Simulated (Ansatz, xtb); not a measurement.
# Relative energy of two structures of ClFOSeSi

Structure a is `O=[Si](F)[Se]Cl`, a singlet and structure b is a triplet given by its coordinates. Both are isolated molecules in the gas phase, relaxed with B3LYP-D3(BJ)/def2-SVP; the shapes shown needn't be the lowest conformers.

a (Å):

```yaml
atoms:
  - { symbol: Cl, position_ang: [4.3980, -0.6160, 2.5677] }
  - { symbol: F, position_ang: [-0.0325, 0.8990, 1.9988] }
  - { symbol: O, position_ang: [2.2555, 1.6732, 0.5633] }
  - { symbol: Se, position_ang: [2.2672, -0.6497, 3.1367] }
  - { symbol: Si, position_ang: [1.5381, 0.8673, 1.6383] }
```

b (Å):

```csv
atom,x (Å),y (Å),z (Å)
Cl,-0.8832,-0.8258,-0.9308
F,-1.1278,1.1602,1.2205
O,1.5018,0.5879,0.5893
Se,0.6931,2.4328,-1.1577
Si,-0.0288,0.6909,0.1412
```

Close contacts (Å): Cl1–Si5 2.04, F2–Si5 1.61, O3–Si5 1.60, Se4–Si5 2.29.

Q: Estimate E(b) − E(a) at the level CCSD(T)/def2-SVP + ΔMP2/def2-TZVPP.

A: Not settled: CCSD(T)/def2-SVP + ΔMP2/def2-TZVPP gives E(b) − E(a) = +29.1 kJ/mol, but this leans on the basis-set step: CCSD(T) alone gives −2.4 kJ/mol.

Level by level:

```csv
level,geometry,E(b) − E(a) (kJ/mol),departure from the last row (kJ/mol),"job, with rough time for the two"
B3LYP-D3(BJ)/def2-SVP,B3LYP-D3(BJ)/def2-SVP,−4.0,−33.1,"optimisation, 72 s"
HF/def2-SVP,B3LYP-D3(BJ)/def2-SVP,−109.5,−138.6,part of the CCSD(T) run
MP2/def2-SVP,B3LYP-D3(BJ)/def2-SVP,+56.2,+27.0,part of the CCSD(T) run
CCSD(T)/def2-SVP,B3LYP-D3(BJ)/def2-SVP,−2.4,−31.5,single point
CCSD(T)/def2-SVP + ΔMP2/def2-TZVPP,B3LYP-D3(BJ)/def2-SVP,+29.1,,"single point, 1.8 min"
```

B3LYP-D3(BJ)/def2-SVP, HF/def2-SVP, CCSD(T)/def2-SVP put the two in the other order. The largest departure from CCSD(T)/def2-SVP + ΔMP2/def2-TZVPP is that of HF/def2-SVP, 138.6 kJ/mol. Levels run at GFN2-xTB geometries aren't shown. The last row adds to CCSD(T) the change of the MP2 difference between the two basis sets, here +31.5 kJ/mol, a large step that makes the value less sure. The triplet state of b needn't be its ground state.

With harmonic frequencies from B3LYP-D3(BJ)/def2-SVP (ideal gas, rigid rotor, one conformer each, 600 K, 1 atm): the zero-point term adds −0.3 kJ/mol; ΔH is +28.4 and ΔG +27.0 kJ/mol.

Open shells are spin-unrestricted. The correlated steps freeze 21 core orbitals; the filled d shell of Se is correlated, in a basis made for valence electrons. ΔG holds the spin degeneracy. Mirror images aren't counted in ΔG. Codes used: Ansatz 0.2.0; the last row on 1 thread of Intel(R) Xeon(R) 6975P-C (Granite Rapids) on a shared host.
